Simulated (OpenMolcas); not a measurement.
Computed levels of 4f6 in ions with 60 electrons, in cm-1 above 7F0.

```
Program             : OpenMolcas 26.06
Method              : CASSCF
Basis               : ANO-R2
Scalar Hamiltonian  : X2C, finite nucleus
Spin-orbit coupling : RASSI with atomic mean-field integrals over the reference wave functions, term energies averaged over their components
```

Active space for each ion: 6 electrons in 7 orbitals (4f).

```tsv
Level	Sm2+	Gd4+
7F1	289	491
7F2	819	1359
7F3	1531	2481
7F4	2374	3768
7F5	3307	5153
7F6	4299	6589
5D0(1)	18820	22559
5D1(1)	20106	24700
5D2(1)	22144	27866
```

Task: Estimate 7F6, 5D0(1), 5D1(1) for Eu3+ from its neighbours Sm2+ and Gd4+.

Result: 7F6 is fine structure, which grows about as the fourth power of a screened charge, so the fourth roots are averaged: ((4299^0.25 + 6589^0.25) / 2)^4 = 5353. The calculation gives 5450, so the estimate is off by -1.8 %.
5D0(1) is another term, which grows about linearly with the charge: (18820 + 22559) / 2 = 20690. The calculation gives 20766, so the estimate is off by -0.4 %.
5D1(1) is another term, which grows about linearly with the charge: (20106 + 24700) / 2 = 22403. The calculation gives 22473, so the estimate is off by -0.3 %.

High states are left out of the spin-orbit mixing, which shifts the levels that they would mix with. Without dynamic correlation excited terms often stand tens of per cent too high (terms of higher spin than the ground term too low), and those without a measured partner can miss by more than the paired ones. Levels of configurations outside the active space are missing.

A number in round brackets counts repeated terms of one configuration in the order of the reference energies.
